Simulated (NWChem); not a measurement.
# AlSiH$_{3}$F$_{2}$; SMILES [F][Al]([F])[SiH3]

Results from NWChem. Geometry: optimised at PBE0/def2-SVP. Ions are spin-unrestricted doublets at the neutral geometry; other ion states weren't tried.

For level PBE/def2-SVP:

vertical ionisation energy, ΔSCF (eV): 10.66
−ε(HOMO) (eV): 7.48

Q: What are these values for level PBE0/def2-SVP?

A: 
| Item | Result |
|---|---|
| vertical ionisation energy, ΔSCF (eV) | 10.98 |
| −ε(HOMO) (eV) | 8.72 |
